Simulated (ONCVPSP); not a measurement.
# Logarithmic derivatives: antimony (Sb), ONCV

ONCVPSP 4.0.1 input, shortened (lines: element, Z, core and valence counts, functional; n l f; lmax; l rc ep ncon nbas qcut; lloc lpopt rc5 dvloc0; l nproj debl; icmod fcfact rcfact), LDA (Perdew-Wang 92), fully relativistic:

```
  Sb 51.00    6    5  -001012      upf
    1    0    2.00
    2    0    2.00
    2    1    6.00
    3    0    2.00
    3    1    6.00
    3    2   10.00
    4    0    2.00
    4    1    6.00
    4    2   10.00
    5    0    2.00
    5    1    3.00
    2
    0    1.45    0.00    3    6    8.60
    1    1.50    0.00    4    8    7.30
    2    1.00    0.00    4    8   10.30
    2    5    1.00    0.00
    0    2    0.50
    1    2    2.90
    2    0    3.90
    3    2.25    1.35
```

Open shells are filled in proportion to 2j + 1.

The phase is arctan(r·R′/R) of the radial function R(r), unwrapped; energies in Ha, scanned from -7 to 5 Ha. A pole is an energy at which the radial function vanishes at the test radius. The pseudo phase is shifted by a multiple of π to meet the all-electron one at the reference energy, and phase errors are pseudo minus all-electron; the curves can meet again beyond the range given. Levels narrower than the energy grid can be missing from the lists of poles.

```json
{"channel": "s", "radius (bohr)": "1.47", "reference energy (Ha)": "-0.48", "poles, all-electron": "-5.17", "poles, pseudo": "-5.17", "unbroken range about the reference energy with phases within 0.05 rad": "the whole range", "phase error 1 Ha above the reference energy (rad)": "-0.001"}
{"channel": "p3/2", "radius (bohr)": "1.52", "reference energy (Ha)": "-0.18", "poles, all-electron": "-3.26", "poles, pseudo": "-3.26", "unbroken range about the reference energy with phases within 0.05 rad": "the whole range", "phase error 1 Ha above the reference energy (rad)": "-0.000"}
{"channel": "p1/2", "radius (bohr)": "1.52", "reference energy (Ha)": "-0.20", "poles, all-electron": "-3.64", "poles, pseudo": "-3.64", "unbroken range about the reference energy with phases within 0.05 rad": "the whole range", "phase error 1 Ha above the reference energy (rad)": "-0.000"}
{"channel": "d5/2", "radius (bohr)": "1.01", "reference energy (Ha)": "-1.21", "poles, all-electron": "3.73", "poles, pseudo": "3.62", "unbroken range about the reference energy with phases within 0.05 rad": "the whole range", "phase error 1 Ha above the reference energy (rad)": "-0.006"}
{"channel": "d3/2", "radius (bohr)": "1.01", "reference energy (Ha)": "-1.26", "poles, all-electron": "3.57", "poles, pseudo": "3.62", "unbroken range about the reference energy with phases within 0.05 rad": "the whole range", "phase error 1 Ha above the reference energy (rad)": "+0.009"}
```

The potential misses its own reference levels by up to 0.8 eV.

Phases in the s channel:

| E (Ha) | all-electron | pseudo |
| --- | --- | --- |
| -6.96 | 1.192 | 1.192 |
| -6.32 | 0.990 | 0.989 |
| -5.68 | -0.909 | -0.909 |
| -5.04 | -1.619 | -1.619 |
| -4.40 | -1.747 | -1.747 |
| -3.76 | -1.821 | -1.821 |
| -3.12 | -1.889 | -1.889 |
| -2.48 | -1.970 | -1.970 |
| -1.84 | -2.083 | -2.084 |
| -1.20 | -2.268 | -2.269 |
| -0.56 | -2.610 | -2.610 |
| 0.08 | -3.206 | -3.207 |
| 0.72 | -3.811 | -3.812 |
| 1.36 | -4.161 | -4.163 |
| 2.00 | -4.348 | -4.350 |
| 2.64 | -4.458 | -4.462 |
| 3.28 | -4.531 | -4.535 |
| 3.92 | -4.583 | -4.589 |
| 4.56 | -4.623 | -4.631 |
